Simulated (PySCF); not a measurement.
Atomic charges by several schemes

Species: 3-furoic acid, C5H4O3.
Numbering: `[O:1]=[C:2]([OH:3])[c:4]1[cH:5][cH:6][o:7][cH:8]1` (hydrogens: H9 on O3; H10 on C5; H11 on C6; H12 on C8)

Cartesian coordinates in Å at the GFN2-xTB level; atoms count from 1:
```xyz
12
C5H4O3 angstrom
O      2.1730   -1.2233    0.6537
C      1.5723   -0.3405    0.0936
O      2.1924    0.6104   -0.6229
C      0.1194   -0.1749    0.1086
C     -0.6610    0.8359   -0.5250
C     -1.9501    0.5516   -0.2113
O     -2.0226   -0.5495    0.5622
C     -0.7808   -0.9853    0.7540
H      3.1502    0.4601   -0.6049
H     -0.2887    1.6424   -1.1206
H     -2.8727    1.0349   -0.4646
H     -0.6303   -1.8624    1.3510
```

Density: PBE0/pcSseg-1 (PySCF); schemes: Mulliken, IAO, Hirshfeld and ESP-fitted. The structure is a single GFN2-xTB conformer in the gas phase; no vibrational or solvent corrections.

**Question.** What partial charge does each atom carry?

**Answer.** In e:

```
atom                        environment  Mulliken     IAO  Hirshfeld  ESP-fitted
  O1               acid carbonyl oxygen    -0.412  -0.477     -0.283      -0.546
  C2             carboxylic acid carbon    +0.542  +0.528     +0.201      +0.648
  O3               acid hydroxyl oxygen    -0.368  -0.485     -0.172      -0.563
  C4        substituted aromatic carbon    -0.351  -0.127     -0.057      -0.055
  C5                 aromatic CH carbon    -0.095  -0.208     -0.083      -0.324
  C6  aromatic CH next to a ring oxygen    +0.182  +0.002     +0.011      +0.004
  O7                  furan-type oxygen    -0.341  -0.209     -0.048      -0.148
  C8  aromatic CH next to a ring oxygen    +0.294  +0.051     +0.038      +0.008
  H9                        acid proton    +0.244  +0.375     +0.189      +0.432
 H10                  aromatic hydrogen    +0.079  +0.182     +0.061      +0.212
 H11                  aromatic hydrogen    +0.113  +0.178     +0.068      +0.164
 H12                  aromatic hydrogen    +0.113  +0.191     +0.075      +0.168
```

Mean size of the charges over all atoms: ESP-fitted 0.273 e, Mulliken 0.261 e, IAO 0.251 e, Hirshfeld 0.107 e. Each set sums to the total charge, 0, to within 0.001 e. The ESP scheme fits charges at the nuclei, held to the total charge, to the electrostatic potential on points at 1.4 to 2.0 times the van der Waals radii.

Lowest charge. The schemes don't all agree: Mulliken O1 (-0.412); IAO O3 (-0.485); Hirshfeld O1 (-0.283); ESP-fitted O3 (-0.563).

Highest charge. All schemes agree: Mulliken C2 (+0.542); IAO C2 (+0.528); Hirshfeld C2 (+0.201); ESP-fitted C2 (+0.648).

**Question.** How many electrons does the Mulliken scheme count on C4?

**Answer.** Z − q = 6 − (-0.351) = 6.351.

**Question.** How closely do the schemes follow one another over all atoms?

**Answer.** Correlation coefficient and root-mean-square difference: IAO with ESP-fitted 0.99, 0.067 e; IAO with Hirshfeld 0.97, 0.174 e; Hirshfeld with ESP-fitted 0.96, 0.222 e; Mulliken with IAO 0.89, 0.138 e; Mulliken with Hirshfeld 0.87, 0.193 e; Mulliken with ESP-fitted 0.84, 0.186 e.

These values come from a run that also computed NMR shieldings. The run took 18 s wall on one thread of an Arm Neoverse V1, shared host.
